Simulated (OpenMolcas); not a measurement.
Cr4+: moving or changing the point charges

Cr4+ among 4 point charges of -3 e arranged as a square (D4h), 1.84 Å from the ion.

```
Program             : OpenMolcas 26.06
Method              : CASSCF
Basis               : ANO-RCC-VDZP [5s4p2d1f]
Scalar Hamiltonian  : DKH2, point nucleus
Active space        : 2 electrons in 5 orbitals (3d)
State averaging     : 2S+1 = 3 even, 10 roots; 2S+1 = 1 even, 15 roots
Spin-orbit coupling : RASSI with atomic mean-field integrals over the reference wave functions
```

Runs around this geometry, states (labels of D4, the rotations of D4h). Energies in cm-1 above the lowest state or level, χT in cm3 K/mol.

```
R (Å)  q (e)  Ground state  First state of that spin  First gap with spin-orbit (degeneracies)  χT at 300 K  First state of another spin
 1.84   -2.4           3A2                  3E 754.2                              157.6 (1, 2)        0.573                    1A1 13826
 1.66     -3            3E                  3A2 2299                              111.6 (1, 1)        0.746                     1A1 6783
 1.84     -3            3E                 3A2 127.7                              250.9 (1, 2)        0.514                    1A1 10622
 1.93     -3           3A2                  3E 289.9                              214.1 (1, 2)        0.506                    1A1 12232
```

The ground state changes within this set.

Without dynamic correlation the repulsion within the d shell is too large (B by tens of per cent), so at a given field states of lower spin stand too high. Spin-orbit coupling mixes the spin-free states strongly: the lowest level takes only 64 % from its leading state, 3E (figures for R = 1.84, q = -3; the like holds for R = 1.93, q = -3). An orbital doublet at a regular site is open to a Jahn-Teller distortion, which this geometry leaves out (holds for R = 1.66, q = -3; R = 1.84, q = -3). Point charges carry no covalency, so the field is a model and not that of real ligands. No measured value stands beside these numbers.
